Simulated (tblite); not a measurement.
A geometry optimisation, step by step.

C5H8AlCl.
Bonds: C1–C2 (double), C2–Al3, Al3–Cl4, Al3–C5, C5–C6, C6–C7, C5–C7. Hydrogens: H8, H9 on C1; H10 on C2; H11 on C5; H12, H13 on C6; H14, H15 on C7.

Computed with GFN2-xTB (tblite), gas phase: L-BFGS steps from a force-field or distance-geometry start until the largest atomic force falls under 0.01 eV/Å. 10 of its 127 geometries are shown.

Step 0: E = -553.8377 eV, largest atomic force 2.082 eV/Å
```
atom  x, y, z in Å  |  force x, y, z in eV/Å
C1      2.760    0.579   -0.467   -0.181  -0.417  -0.309
C2      1.810   -0.356   -0.365   -0.277   0.564   1.042
Al3     0.606   -0.242    1.192   -0.264  -1.702   1.170
Cl4     1.113   -1.519    2.906   -0.370   1.252  -1.266
C5     -1.300    0.230    0.795    0.805   0.952   0.124
C6     -1.583    0.709   -0.631   -0.610  -0.457   0.671
C7     -1.944   -0.697   -0.198   -0.774   0.495  -0.227
H8      3.433    0.524   -1.312    0.340   0.477   0.165
H9      2.824    1.377    0.282    0.233  -0.310  -0.582
H10     1.697   -1.171   -1.056    0.373  -0.052  -0.529
H11    -1.901    0.762    1.543   -0.317  -0.633  -0.144
H12    -0.685    0.817   -1.250   -0.753   0.114  -0.064
H13    -2.461    1.375   -0.765    1.121  -0.248  -0.095
H14    -3.016   -0.916    0.017    1.011  -0.006  -0.589
H15    -1.358   -1.463   -0.712   -0.337  -0.029   0.633
```

Step 14: E = -554.4356 eV, largest atomic force 0.161 eV/Å
```
atom  x, y, z in Å  |  force x, y, z in eV/Å
C1      2.764    0.561   -0.486    0.025   0.019  -0.014
C2      1.818   -0.366   -0.336    0.020   0.001   0.007
Al3     0.534   -0.424    1.182    0.024  -0.008  -0.021
Cl4     1.065   -1.375    2.896   -0.021   0.070   0.004
C5     -1.293    0.248    0.822   -0.031   0.032   0.040
C6     -1.579    0.707   -0.589   -0.013  -0.029   0.010
C7     -1.969   -0.669   -0.189   -0.006  -0.007   0.009
H8      3.454    0.560   -1.322    0.015   0.031   0.025
H9      2.890    1.370    0.220    0.010  -0.012  -0.021
H10     1.797   -1.128   -1.119   -0.030  -0.034  -0.015
H11    -1.986    0.660    1.553   -0.017   0.012   0.101
H12    -0.751    0.819   -1.273    0.061  -0.009  -0.005
H13    -2.363    1.437   -0.740    0.011  -0.001   0.024
H14    -3.017   -0.908   -0.064    0.058   0.002  -0.043
H15    -1.369   -1.483   -0.577   -0.106  -0.068  -0.100
```

Step 28: E = -554.4573 eV, largest atomic force 0.138 eV/Å
```
atom  x, y, z in Å  |  force x, y, z in eV/Å
C1      2.789    0.562   -0.504    0.028   0.011   0.033
C2      1.840   -0.364   -0.361    0.009  -0.012   0.014
Al3     0.557   -0.427    1.159   -0.119   0.046   0.053
Cl4     1.055   -1.190    2.970    0.080   0.004   0.037
C5     -1.310    0.157    0.830    0.021  -0.006   0.006
C6     -1.566    0.693   -0.564    0.040   0.054   0.116
C7     -2.020   -0.678   -0.223   -0.014   0.017  -0.042
H8      3.493    0.577   -1.327   -0.030  -0.034  -0.036
H9      2.912    1.361    0.212    0.016   0.040   0.043
H10     1.805   -1.123   -1.144    0.007  -0.031  -0.057
H11    -1.979    0.541    1.605    0.035   0.010  -0.087
H12    -0.700    0.799   -1.209   -0.081  -0.027  -0.039
H13    -2.310    1.465   -0.702    0.028  -0.017   0.024
H14    -3.081   -0.850   -0.105    0.005  -0.027  -0.027
H15    -1.490   -1.514   -0.660   -0.024  -0.029  -0.040
```

Step 42: E = -554.4790 eV, largest atomic force 0.049 eV/Å
```
atom  x, y, z in Å  |  force x, y, z in eV/Å
C1      2.808    0.552   -0.486   -0.013  -0.037   0.018
C2      1.853   -0.368   -0.338   -0.005  -0.020  -0.029
Al3     0.572   -0.442    1.187    0.045   0.020  -0.002
Cl4     1.198   -0.924    3.058    0.004   0.020  -0.020
C5     -1.318    0.016    0.807   -0.012  -0.025  -0.001
C6     -1.552    0.678   -0.538   -0.002   0.012  -0.030
C7     -2.097   -0.681   -0.294    0.045   0.013  -0.014
H8      3.483    0.568   -1.333   -0.006   0.008  -0.006
H9      2.965    1.336    0.241    0.009  -0.017   0.025
H10     1.787   -1.102   -1.146   -0.003   0.015   0.013
H11    -1.961    0.402    1.599   -0.025  -0.003   0.032
H12    -0.705    0.764   -1.208   -0.026   0.012   0.014
H13    -2.235    1.512   -0.592   -0.017   0.010  -0.015
H14    -3.164   -0.791   -0.164    0.004  -0.010  -0.003
H15    -1.639   -1.513   -0.813    0.002   0.003   0.018
```

Step 56: E = -554.4962 eV, largest atomic force 0.136 eV/Å
```
atom  x, y, z in Å  |  force x, y, z in eV/Å
C1      2.820    0.451   -0.439    0.067  -0.024   0.021
C2      1.827   -0.440   -0.386   -0.044   0.111   0.044
Al3     0.580   -0.398    1.173   -0.013   0.063  -0.120
Cl4     1.343   -0.602    3.041   -0.027   0.007   0.034
C5     -1.337    0.007    0.808    0.034   0.057  -0.004
C6     -1.601    0.710   -0.517   -0.057  -0.022   0.108
C7     -2.059   -0.687   -0.330   -0.083  -0.047   0.026
H8      3.479    0.569   -1.294   -0.033  -0.071   0.053
H9      3.042    1.100    0.398   -0.023   0.007  -0.016
H10     1.697   -1.057   -1.274   -0.063  -0.013  -0.058
H11    -2.011    0.320    1.612    0.060  -0.025  -0.038
H12    -0.751    0.878   -1.165    0.006   0.015  -0.055
H13    -2.353    1.485   -0.567    0.080   0.045   0.061
H14    -3.121   -0.858   -0.206    0.043  -0.035  -0.052
H15    -1.557   -1.469   -0.877    0.052  -0.067  -0.005
```

Step 70: E = -554.5340 eV, largest atomic force 0.152 eV/Å
```
atom  x, y, z in Å  |  force x, y, z in eV/Å
C1      2.868    0.274   -0.389    0.052  -0.037   0.071
C2      1.725   -0.408   -0.492    0.058   0.095  -0.041
Al3     0.584   -0.251    1.119   -0.076  -0.034   0.031
Cl4     1.395   -0.097    2.971    0.026  -0.010   0.011
C5     -1.355   -0.031    0.825    0.037  -0.069  -0.002
C6     -1.666    0.730   -0.451   -0.086   0.044  -0.117
C7     -1.990   -0.714   -0.368    0.074  -0.052  -0.005
H8      3.586    0.407   -1.187   -0.016  -0.048  -0.065
H9      3.148    0.716    0.561    0.079   0.018  -0.031
H10     1.480   -0.838   -1.462    0.004   0.023   0.047
H11    -2.053    0.164    1.640   -0.044   0.046   0.010
H12    -0.853    1.020   -1.106    0.047  -0.003   0.091
H13    -2.472    1.445   -0.439   -0.104   0.059   0.000
H14    -3.024   -1.015   -0.299   -0.031  -0.004   0.016
H15    -1.378   -1.394   -0.945   -0.019  -0.029  -0.017
```

Step 84: E = -554.5883 eV, largest atomic force 0.098 eV/Å
```
atom  x, y, z in Å  |  force x, y, z in eV/Å
C1      2.998    0.111   -0.370   -0.010  -0.050  -0.042
C2      1.703   -0.185   -0.486    0.023   0.061   0.022
Al3     0.537   -0.055    1.115   -0.007  -0.012   0.000
Cl4     1.422    0.173    2.922    0.003   0.005   0.098
C5     -1.422   -0.057    0.840   -0.009   0.001   0.007
C6     -1.782    0.732   -0.411   -0.024  -0.001   0.002
C7     -1.943   -0.743   -0.405   -0.005  -0.018  -0.016
H8      3.695    0.060   -1.196    0.028   0.024  -0.053
H9      3.431    0.414    0.575   -0.035  -0.035   0.026
H10     1.347   -0.467   -1.476    0.016  -0.014   0.004
H11    -2.171    0.011    1.630    0.051   0.029   0.041
H12    -0.961    1.142   -0.988   -0.047  -0.005  -0.054
H13    -2.660    1.361   -0.404   -0.031  -0.016   0.008
H14    -2.940   -1.161   -0.366    0.014   0.049  -0.038
H15    -1.258   -1.329   -1.002    0.034  -0.017  -0.005
```

Step 98: E = -554.6063 eV, largest atomic force 0.052 eV/Å
```
atom  x, y, z in Å  |  force x, y, z in eV/Å
C1      3.034   -0.022   -0.366    0.001  -0.003   0.003
C2      1.707   -0.096   -0.471    0.022   0.028  -0.028
Al3     0.546    0.051    1.134   -0.003   0.012  -0.006
Cl4     1.388    0.263    2.969   -0.025  -0.011  -0.011
C5     -1.413    0.020    0.825   -0.001  -0.010  -0.024
C6     -1.884    0.739   -0.429    0.014  -0.010  -0.006
C7     -1.865   -0.744   -0.408    0.033   0.006   0.008
H8      3.706   -0.083   -1.214   -0.022   0.000   0.016
H9      3.512    0.103    0.596    0.017  -0.006   0.016
H10     1.300   -0.216   -1.474   -0.007  -0.011  -0.011
H11    -2.142    0.026    1.637   -0.020  -0.002  -0.025
H12    -1.142    1.244   -1.036   -0.015   0.006   0.002
H13    -2.839    1.246   -0.409    0.020  -0.011   0.025
H14    -2.805   -1.277   -0.381   -0.004   0.018   0.049
H15    -1.107   -1.245   -0.997   -0.011  -0.008  -0.006
```

Step 112: E = -554.6085 eV, largest atomic force 0.050 eV/Å
```
atom  x, y, z in Å  |  force x, y, z in eV/Å
C1      3.050   -0.033   -0.366    0.027  -0.002   0.006
C2      1.722   -0.054   -0.474   -0.046  -0.020   0.004
Al3     0.554    0.070    1.128   -0.023   0.007  -0.023
Cl4     1.352    0.266    2.981    0.011  -0.006   0.013
C5     -1.402    0.017    0.815    0.002  -0.002   0.005
C6     -1.894    0.733   -0.430   -0.005   0.001  -0.012
C7     -1.870   -0.750   -0.408   -0.008   0.013  -0.002
H8      3.718   -0.109   -1.214    0.020   0.002  -0.027
H9      3.535    0.064    0.596   -0.003   0.005   0.024
H10     1.309   -0.158   -1.477    0.015   0.013  -0.006
H11    -2.127    0.018    1.631    0.001   0.003   0.009
H12    -1.167    1.243   -1.049    0.004  -0.004  -0.004
H13    -2.850    1.237   -0.390    0.008  -0.014   0.002
H14    -2.810   -1.280   -0.355    0.012  -0.003   0.011
H15    -1.125   -1.255   -1.010   -0.015   0.006  -0.001
```

Step 126: E = -554.6107 eV, largest atomic force 0.008 eV/Å
```
atom  x, y, z in Å  |  force x, y, z in eV/Å
C1      3.081   -0.014   -0.348   -0.002  -0.002  -0.002
C2      1.756   -0.041   -0.490    0.005   0.006   0.000
Al3     0.565    0.052    1.096   -0.001  -0.003  -0.002
Cl4     1.353    0.158    2.963    0.002   0.001  -0.003
C5     -1.394    0.040    0.798   -0.006   0.001   0.004
C6     -1.915    0.724   -0.454    0.003   0.000  -0.002
C7     -1.915   -0.758   -0.384    0.000  -0.002   0.002
H8      3.772   -0.058   -1.181   -0.003  -0.001   0.002
H9      3.540    0.055    0.630   -0.002   0.000   0.004
H10     1.370   -0.110   -1.507   -0.001   0.000  -0.002
H11    -2.095    0.081    1.636    0.002  -0.003   0.002
H12    -1.201    1.200   -1.112    0.003   0.001  -0.002
H13    -2.861    1.244   -0.397   -0.001   0.004  -0.001
H14    -2.860   -1.272   -0.279    0.002   0.000   0.001
H15    -1.200   -1.294   -0.994    0.001  -0.002  -0.002
```

**Question.** Summarise the path.

**Answer.** The energy falls by 0.7730 eV from step 0 to step 126; nine tenths of that is first reached at step 70. It rises by more than 0.2 meV at step 76. The largest force goes from 2.082 to 0.008 eV/Å. Among the bonds Al3–Cl4 changes most, from 2.197 to 2.029 Å; the atoms move by 0.804 Å rms after alignment.

Run on one thread of an Arm Neoverse N1, shared host.
